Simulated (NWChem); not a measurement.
All runs are NWChem calculations. System: dimethyl diselenide (C2H6Se2), charge 0, spin multiplicity 1, at a geometry optimised with PBE0/def2-SVP. Level: MP2/def2-TZVP, 20 core orbitals frozen.

Job file:

```
start mol
memory heap 200 mb stack 900 mb global 1100 mb
geometry units angstroms nocenter noautoz
  C     -1.990210     0.358337     1.076564
  Se    -0.996030    -0.593050    -0.306950
  Se     0.996030     0.593050    -0.306950
  C      1.990210    -0.358337     1.076564
  H     -2.994060    -0.091932     1.097983
  H     -2.070588     1.422278     0.821326
  H     -1.514842     0.232520     2.057593
  H      2.994060     0.091932     1.097983
  H      2.070588    -1.422278     0.821326
  H      1.514842    -0.232520     2.057593
  symmetry group C2
end
basis spherical
  * library def2-tzvp
end
scf
  rhf
  nopen 0
  maxiter 100
  thresh 1e-7
  semidirect memsize 60000000 filesize 0
end
mp2
  freeze core 20
end
task mp2 energy
```

NWChem printed:

```
             Northwest Computational Chemistry Package (NWChem) 7.3.0
             --------------------------------------------------------

                                NWChem Input Module
                                -------------------

 Scaling coordinates for geometry "geometry" by  1.889725989
 (inverse scale =  0.529177249)

 Turning off AUTOSYM since
 SYMMETRY directive was detected!

                             Geometry "geometry" -> ""
                             -------------------------

 Output coordinates in angstroms (scale by  1.889725989 to convert to a.u.)

  No.       Tag          Charge          X              Y              Z
 ---- ---------------- ---------- -------------- -------------- --------------
    1 C                    6.0000    -1.99021000     0.35833700     1.07656400
    2 Se                  34.0000    -0.99603000    -0.59305000    -0.30695000
    3 Se                  34.0000     0.99603000     0.59305000    -0.30695000
    4 C                    6.0000     1.99021000    -0.35833700     1.07656400
    5 H                    1.0000    -2.99406000    -0.09193200     1.09798300
    6 H                    1.0000    -2.07058800     1.42227800     0.82132600
    7 H                    1.0000    -1.51484200     0.23252000     2.05759300
    8 H                    1.0000     2.99406000     0.09193200     1.09798300
    9 H                    1.0000     2.07058800    -1.42227800     0.82132600
   10 H                    1.0000     1.51484200    -0.23252000     2.05759300

 Effective nuclear repulsion energy (a.u.)     541.3091135060

            Nuclear Dipole moment (a.u.)
            ----------------------------
        X                 Y               Z
 ---------------- ---------------- ----------------
    -0.0000000000     0.0000000000    -0.0000529123

      Symmetry information
      --------------------

 Group name             C2
 Group number              4
 Group order               2
 No. of unique centers     5

      Symmetry unique atoms

     1    2    5    6    7


 Summary of "ao basis" -> "" (spherical)
 ------------------------------------------------------------------------------
       Tag                 Description            Shells   Functions and Types
 ---------------- ------------------------------  ------  ---------------------
 *                         def2-tzvp                  on all atoms

 Summary of "ao basis" -> "ao basis" (spherical)
 ------------------------------------------------------------------------------
       Tag                 Description            Shells   Functions and Types
 ---------------- ------------------------------  ------  ---------------------
 C                         def2-tzvp                11       31   5s3p2d1f
 Se                        def2-tzvp                16       48   6s5p4d1f
 H                         def2-tzvp                 4        6   3s1p

                                 NWChem SCF Module
                                 -----------------

  ao basis        = "ao basis"
  functions       =   194
  atoms           =    10
  closed shells   =    43
  open shells     =     0
  charge          =   0.00
  wavefunction    = RHF
  use symmetry    = T
  symmetry adapt  = T

 Summary of "ao basis" -> "ao basis" (spherical)
 ------------------------------------------------------------------------------
       Tag                 Description            Shells   Functions and Types
 ---------------- ------------------------------  ------  ---------------------
 C                         def2-tzvp                11       31   5s3p2d1f
 Se                        def2-tzvp                16       48   6s5p4d1f
 H                         def2-tzvp                 4        6   3s1p

      Symmetry analysis of basis
      --------------------------

        a          97
        b          97

 Forming initial guess at       0.1s

      Superposition of Atomic Density Guess
      -------------------------------------

 Sum of atomic energies:       -4877.95456474

      Non-variational initial energy
      ------------------------------

 Total energy =   -4879.637976
 1-e energy   =   -7870.886284
 2-e energy   =    2449.939195
 HOMO         =      -0.252662
 LUMO         =      -0.019081

      Symmetry analysis of molecular orbitals - initial
      -------------------------------------------------

  Numbering of irreducible representations:

     1 a           2 b

  Orbital symmetries:

     1 a           2 b           3 b           4 a           5 b
     6 a           7 b           8 a           9 a          10 b
    11 a          12 b          13 a          14 b          15 a
    16 b          17 a          18 b          19 b          20 a
    21 a          22 b          23 a          24 b          25 a
    26 a          27 b          28 b          29 a          30 b
    31 a          32 b          33 a          34 b          35 a
    36 b          37 a          38 b          39 a          40 b
    41 a          42 b          43 a          44 b          45 a
    46 b          47 a          48 b          49 a          50 a
    51 b          52 b          53 a

 Starting SCF solution at       5.4s

 ----------------------------------------------
         Quadratically convergent ROHF

 Convergence threshold     :          1.000E-07
 Maximum no. of iterations :          100
 Final Fock-matrix accuracy:          1.000E-09
 ----------------------------------------------

              iter       energy          gnorm     gmax       time
             ----- ------------------- --------- --------- --------
[...]
   40   -0.4606
   41   -0.4053
   42   -0.3358
   43   -0.3313
   44    0.0894
   45    0.1288
   46    0.1348
   47    0.1593
   48    0.1985
   49    0.2020
   50    0.2161
   51    0.2239
   52    0.2488
   53    0.2734

                       ROHF Final Molecular Orbital Analysis
                       -------------------------------------

 Vector   41  Occ=2.000000D+00  E=-4.053054D-01  Symmetry=a
              MO Center= -1.4D-14,  5.6D-14, -2.8D-01, r^2= 3.8D+00
   Bfn.  Coefficient  Atom+Function         Bfn.  Coefficient  Atom+Function
  ----- ------------  ---------------      ----- ------------  ---------------
    47      0.247624   2 Se px               95     -0.247624   3 Se px
    48      0.183559   2 Se py               96     -0.183559   3 Se py
    49      0.166155   2 Se pz               97      0.166155   3 Se pz
    41     -0.155107   2 Se px               89      0.155107   3 Se px

 Vector   42  Occ=2.000000D+00  E=-3.357786D-01  Symmetry=b
              MO Center=  5.2D-13,  2.5D-13, -2.5D-01, r^2= 3.6D+00
   Bfn.  Coefficient  Atom+Function         Bfn.  Coefficient  Atom+Function
  ----- ------------  ---------------      ----- ------------  ---------------
    49      0.294347   2 Se pz               97     -0.294347   3 Se pz
    52      0.207225   2 Se pz              100     -0.207225   3 Se pz
    43     -0.182988   2 Se pz               91      0.182988   3 Se pz
    48     -0.171518   2 Se py               96     -0.171518   3 Se py
    46      0.159502   2 Se pz               94     -0.159502   3 Se pz

 Vector   43  Occ=2.000000D+00  E=-3.312577D-01  Symmetry=a
              MO Center= -5.3D-13, -2.5D-13, -1.2D-01, r^2= 3.6D+00
   Bfn.  Coefficient  Atom+Function         Bfn.  Coefficient  Atom+Function
  ----- ------------  ---------------      ----- ------------  ---------------
    48      0.296042   2 Se py               96     -0.296042   3 Se py
    51      0.225708   2 Se py               99     -0.225708   3 Se py
    49     -0.185667   2 Se pz               97     -0.185667   3 Se pz
    42     -0.183789   2 Se py               90      0.183789   3 Se py
    45      0.159651   2 Se py               93     -0.159651   3 Se py

 Vector   44  Occ=0.000000D+00  E= 8.944125D-02  Symmetry=b
              MO Center= -1.8D-14, -1.4D-14, -2.4D-01, r^2= 6.1D+00
   Bfn.  Coefficient  Atom+Function         Bfn.  Coefficient  Atom+Function
  ----- ------------  ---------------      ----- ------------  ---------------
     5      1.073408   1 C  s               132     -1.073408   4 C  s
    50      0.943994   2 Se px               98      0.943994   3 Se px
    37      0.524623   2 Se s                85     -0.524623   3 Se s
    51      0.403319   2 Se py               99      0.403319   3 Se py
   167     -0.357274   6 H  s               185      0.357274   9 H  s

 Vector   45  Occ=0.000000D+00  E= 1.288253D-01  Symmetry=a
              MO Center= -1.3D-15,  1.3D-15,  1.4D+00, r^2= 9.3D+00
   Bfn.  Coefficient  Atom+Function         Bfn.  Coefficient  Atom+Function
  ----- ------------  ---------------      ----- ------------  ---------------
     5      2.814988   1 C  s               132      2.814988   4 C  s
   173     -1.458797   7 H  s               191     -1.458797  10 H  s
   161     -1.113152   5 H  s               179     -1.113152   8 H  s
   167     -0.772701   6 H  s               185     -0.772701   9 H  s
    37     -0.594568   2 Se s                85     -0.594568   3 Se s

 Vector   46  Occ=0.000000D+00  E= 1.348476D-01  Symmetry=b
              MO Center= -2.2D-14,  4.1D-15,  4.5D-01, r^2= 9.6D+00
   Bfn.  Coefficient  Atom+Function         Bfn.  Coefficient  Atom+Function
  ----- ------------  ---------------      ----- ------------  ---------------
     5      2.924136   1 C  s               132     -2.924136   4 C  s
   167     -1.191480   6 H  s               185      1.191480   9 H  s
    37     -0.790540   2 Se s                85      0.790540   3 Se s
   161     -0.700580   5 H  s               179      0.700580   8 H  s
   173     -0.691224   7 H  s               191      0.691224  10 H  s

 center of mass
 --------------
 x =   0.00000000 y =   0.00000000 z =  -0.14678961

 moments of inertia (a.u.)
 ------------------
         416.650851586647        -250.068219468315           0.000000000000
        -250.068219468315        1202.952745829288           0.000000000000
           0.000000000000           0.000000000000        1234.810375555816

  Mulliken analysis of the total density
  --------------------------------------

    Atom       Charge   Shell Charges
 -----------   ------   -------------------------------------------------------
    1 C    6     6.35   0.85  1.12  0.47  0.73  0.03  1.21  1.47  0.38  0.02  0.06  0.00
    2 Se  34    34.05   2.00  2.00  1.16  0.78  0.98  0.92  6.00  5.93  0.94  2.25  0.93  8.97  1.04  0.03  0.09  0.02
    3 Se  34    34.05   2.00  2.00  1.16  0.78  0.98  0.92  6.00  5.93  0.94  2.25  0.93  8.97  1.04  0.03  0.09  0.02
    4 C    6     6.35   0.85  1.12  0.47  0.73  0.03  1.21  1.47  0.38  0.02  0.06  0.00
    5 H    1     0.87   0.26  0.48  0.11  0.02
    6 H    1     0.86   0.26  0.48  0.10  0.02
    7 H    1     0.87   0.26  0.48  0.11  0.02
    8 H    1     0.87   0.26  0.48  0.11  0.02
    9 H    1     0.86   0.26  0.48  0.10  0.02
   10 H    1     0.87   0.26  0.48  0.11  0.02

       Multipole analysis of the density wrt the origin
       ------------------------------------------------

     L   x y z        total         open         nuclear
     -   - - -        -----         ----         -------
     0   0 0 0     -0.000000      0.000000     86.000000

     1   1 0 0     -0.000000      0.000000     -0.000000
     1   0 1 0      0.000000      0.000000      0.000000
     1   0 0 1      0.827803      0.000000     -0.000053

     2   2 0 0    -33.909337      0.000000    521.680124
     2   1 1 0     -0.804420      0.000000     91.295844
     2   1 0 1     -0.000000      0.000000     -0.000000
     2   0 2 0    -39.311196      0.000000    105.802825
     2   0 1 1     -0.000000      0.000000     -0.000000
     2   0 0 2    -38.115412      0.000000    116.210965

                   NWChem MP2 Semi-direct Energy/Gradient Module
                   ---------------------------------------------

  Basis functions       =    194
  Molecular orbitals    =    194
  Frozen core           =     20
  Frozen virtuals       =      0
  Active alpha occupied =     23
  Active beta occupied  =     23
  Active alpha virtual  =    151
  Active beta virtual   =    151
  Use MO symmetry       = T
  Use skeleton AO sym   = T

  AO/Fock/Back tols     =   1.0D-09  1.0D-09  1.0D-09

 GA uses MA = F    GA memory limited = T

 Available:
  local mem=  1.26D+08
 global mem=  1.44D+08
 local disk=  0.00D+00
  mp2_memr nvloc                   151
  nvloc new                   151
   1 passes of  23:        5242880                     250357                 207345461.
   1 passes of  23: M    126145750           G      144103928           F     120902870.
  mp2_memr nvloc                   151
  nvloc new                   151
   2 passes of  12:        5242880                     167341                 108211001.
   2 passes of  12: M    126145750           G      144103928           F     120902870.

 Semi-direct pass number   1 of   2  for RHF alpha+beta  at       39.1s
  vrange nnbf                 17554
  mp2_eaftype                   412  avail_ma_in_mb                  1099
 EAF : mp2_eaftype filesize         412   54105500.
  mp2_eaf for mointskh                    412
Node 0 wrote    254.5 Mb in      0.1 s     Agg I/O rate:  2742.8 Mb/s
 Done moints_semi at       66.4s
  mp2_eaftype                   412  avail_ma_in_mb                   687
 EAF : mp2_eaftype filesize         412   54105500.
  mp2_eaf for kh                   412
 Done maket at       67.3s
 Semi-direct pass number   2 of   2  for RHF alpha+beta  at       67.3s
  vrange nnbf                 17554
  mp2_eaftype                   412  avail_ma_in_mb                   687
 EAF : mp2_eaftype filesize         412   54105500.
  mp2_eaf for mointskh                    412
Node 0 wrote    233.3 Mb in      0.1 s     Agg I/O rate:  2664.7 Mb/s
 Done moints_semi at       93.9s
  mp2_eaftype                   412  avail_ma_in_mb                   687
 EAF : mp2_eaftype filesize         412   54105500.
  mp2_eaf for kh                   412
 Done maket at       94.7s
 Done multipass loop at       94.7s

          -------------------------------------------
          SCF energy               -4878.956554134234
          Correlation energy          -0.886566799004
          Singlet pairs               -0.525821731568
          Triplet pairs               -0.360745067436
          Total MP2 energy         -4879.843120933238
          -------------------------------------------

          ---------------------------------------------------
                    Spin Component Scaled (SCS) MP2
          Same spin pairs                     -0.240496711624
          Same spin scaling factor             0.333333333333
          Opposite spin pairs                 -0.646070087380
          Opposite spin scaling fact.          1.200000000000
          SCS-MP2 correlation energy          -0.855449675397
          Total SCS-MP2 energy             -4879.812003809632
          ---------------------------------------------------

 -----------------------
 Performance information
 -----------------------

 Timer overhead =  1.55D-07 seconds/call

               Nr. of calls         CPU time (s)                 Wall time (s)                GFlops
             ---------------    -------------------     ------------------------------   -------------------
Name         Min   Avg   Max    Min     Avg     Max     Min     Avg     Max   Mx/calls   Min     Max     Sum
mp2: moin     2     2     2    54.     54.     54.      54.     54.     54.     27.      0.0     0.0     0.0
mp2: make     2     2     2    1.7     1.7     1.7      1.7     1.7     1.7    0.84      0.0     0.0     0.0
mp2: tota     1     1     1    56.     56.     56.      56.     56.     56.     56.      0.0     0.0     0.0

 The average no. of pstat calls per process was 5.00D+00
 with a timing overhead of 7.75D-07s

 Task  times  cpu:       94.7s     wall:       94.7s

 Total times  cpu:       94.7s     wall:       94.7s
```
